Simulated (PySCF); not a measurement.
C₂H₇IOSi₂.
SMILES with atom numbers: `[I:1][Si@H:2]1[CH2:3][CH2:4][SiH2:5][O:6]1` (hydrogens: H7 on Si2; H8, H9 on C3; H10, H11 on C4; H12, H13 on Si5)

Computed by this run: PySCF, PBE0-D3(BJ)/def2-SVP geometry optimisation, gas phase, def2 core potentials past Kr; density fitting, grid level 1; the optimiser is geomeTRIC in internal coordinates, started from a GFN2-xTB structure with every atom displaced at random (about 0.01 Å).

Geometry at step 0:
```
atom  x, y, z in Å
I1     -0.6465    3.3585    0.8503
Si2     0.0644    1.0571    1.1290
C3     -1.1827   -0.1581    0.3409
C4     -0.2984   -1.1689   -0.4538
Si5     1.2557   -0.2992   -1.0497
O6      1.3447    0.8400    0.1529
H7      0.5216    0.8550    2.4959
H8     -1.8085    0.3918   -0.3356
H9     -1.8081   -0.6505    1.0925
H10    -0.9263   -1.6075   -1.2459
H11    -0.0617   -2.0032    0.2140
H12     1.1044    0.4333   -2.2867
H13     2.4472   -1.0652   -0.9141
```

Q: What forces act on the atoms?

A: 
| atom | Fx (eV/Å) | Fy (eV/Å) | Fz (eV/Å) |
| --- | --- | --- | --- |
| I1 | -0.227 | 0.377 | 0.111 |
| Si2 | -0.923 | 0.019 | -0.198 |
| C3 | 1.386 | -0.264 | 0.635 |
| C4 | -1.165 | -0.178 | -0.030 |
| Si5 | -0.874 | 0.286 | 0.682 |
| O6 | 1.176 | 0.479 | -0.065 |
| H7 | -0.103 | -0.080 | 0.699 |
| H8 | -0.667 | 0.574 | -0.502 |
| H9 | -0.215 | -0.118 | 0.021 |
| H10 | 0.155 | -0.089 | -0.145 |
| H11 | 0.356 | -0.215 | 0.084 |
| H12 | -0.025 | 0.135 | -0.999 |
| H13 | 1.127 | -0.926 | -0.293 |

The largest, 1.55 eV/Å, acts on C3; the rms over all components is 0.574 eV/Å. The forces sum to zero within rounding, as they must for an isolated molecule in no field.

Q: Give the force on C3 in Eh/bohr and in nN.

A: 1.547 eV/Å ÷ 51.422 = 0.03009 Eh/bohr, and 1.547 eV/Å × 1.602 = 2.48 nN.

Q: How far is this geometry from the end of the optimisation?

A: 0.276 eV above it, and 0.089 Å rms away after alignment. The bonds farthest from their final lengths, with half the difference of the two atoms' forces along the bond (positive lengthens):

```csv
bond,now (Å),final (Å),force along bond (eV/Å)
Si5–H13,1.423,1.489,+1.12
Si5–H12,1.446,1.492,+0.64
Si2–O6,1.625,1.667,+0.76
Si2–H7,1.455,1.487,+0.56
C3–H8,1.073,1.102,+1.17
Si5–O6,1.659,1.687,-0.15
```

The angle farthest from its final value is H12–Si5–H13, 116.2° against 109.7°.

Of the 6 listed bonds off by 0.010 Å or more, this force points towards the final length in 5.

The cost below is that of the whole optimisation. Hardware: an AMD EPYC 9R45 with one thread, no GPU, shared host. Cost: 27 s wall, 0.57 GiB resident at most.
